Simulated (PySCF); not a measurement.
Problem. Write Cartesian coordinates for InChI=1S/C5H3NS2/c6-3-4-1-2-5(7)8-4/h1-2,7H/p-1 as optimised with GFN2-xTB. (Charge -1.)

Solution. 
```
atom  x, y, z in Å
N1    -2.9419    1.4472   -1.3136
C2    -1.9345    1.0348   -0.9188
C3    -0.7516    0.5223   -0.4363
C4    -0.5698   -0.6185    0.3251
C5     0.7509   -0.8706    0.6568
C6     1.6619    0.0601    0.1713
S7     3.3172    0.0781    0.3723
S8     0.7955    1.3062   -0.7461
H9    -1.3984   -1.2428    0.6236
H10    1.0794   -1.7122    1.2432
```

Any rigid rotation of these coordinates is as good. Atoms count from 1 in this order. S8 (thiophene-type sulfur) is bent (angle 91.5°). C3 (substituted aromatic carbon) is planar (angles 127.8°, 121.8° and 110.4°, sum 360.0°, 0.00 Å off the plane of its three neighbours). C4 (aromatic CH carbon) is planar (angles 124.1°, 121.9° and 114.0°, sum 360.0°, 0.00 Å off the plane of its three neighbours). The 5-membered ring C3–C4–C5–C6–S8 has internal angles of 91.5° to 114.8°; it is planar, 0.00 Å rms from its mean plane, widest ring torsion 0°.

Bonds between heavy atoms (Å): N1≡C2 1.158, C2–C3 1.376, C3–C4 1.384, C4–C5 1.385, C5–C6 1.390, C6–S7 1.668, C6–S8 1.773, C3–S8 1.762.

Computed geometry: GFN2-xTB, gas phase.

Point group: Cs (every atom within 0.08 Å of its image). No frequency check.
